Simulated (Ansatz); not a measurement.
Gas-phase electronic energies from Ansatz, PBE0-D4/def2-TZVP geometries. CBS: MP2 limit from def2 TZ/QZ plus the TZ coupled-cluster correction, frozen cores. DFT in def2-TZVPP. B3LYP here is the variant with VWN-RPA as its local correlation; programs differ in this. def2 core potentials past Kr. For Nb, Ti outer-core shells are correlated without core-valence functions, which leaves a few kJ/mol of doubt a bond. Scalar relativity is left out up to krypton. One conformer a species, not always the lowest.

Reaction (redistribution): `[F][Nb]([F])(=[S])[Cl]` + `[OH][Ti]([OH])([Cl])[Cl]` → `[OH][Nb]([F])(=[S])[Cl]` + `[OH][Ti]([F])([Cl])[Cl]`

Question: Is it downhill or uphill in electronic energy at CCSD(T)/CBS, and by how much? (Best estimate.)

Answer: Computed: Downhill: ΔE = -16.6 kJ/mol.

Question: What do these levels give: LDA (SPW92), BLYP-D4, B97M-V, B3LYP-D4, ωB97M-V, r2SCAN0, LC-ωPBE, CCSD/def2-SVP, MP2/def2-TZVPP, CCSD(T)/def2-TZVPP, MP2/def2-QZVPP, CCSD/CBS(def2)? (Estimate.)

Answer: Ansatz gave: LDA (SPW92) -20.5, BLYP-D4 -17.5, B97M-V -18.4, B3LYP-D4 -17.8, ωB97M-V -18.4, r2SCAN0 -19.3, LC-ωPBE -19.4, CCSD/def2-SVP -20.2, MP2/def2-TZVPP -17.6, CCSD(T)/def2-TZVPP -18.5, MP2/def2-QZVPP -16.4, CCSD/CBS(def2) -17.1 kJ/mol.

Largest T1 diagnostic among the species: 0.024, so the coupled-cluster value is less sure than usual.

At CCSD(T), def2-SVP lies −4.3 kJ/mol from the extrapolated value and def2-TZVPP −1.9 kJ/mol. Leaving LDA and LC-ωPBE aside and taking each functional with its dispersion term where it has one, the values, not all of them listed here, spread over 1.8 kJ/mol, from r2SCAN0-D4 to BLYP-D4.
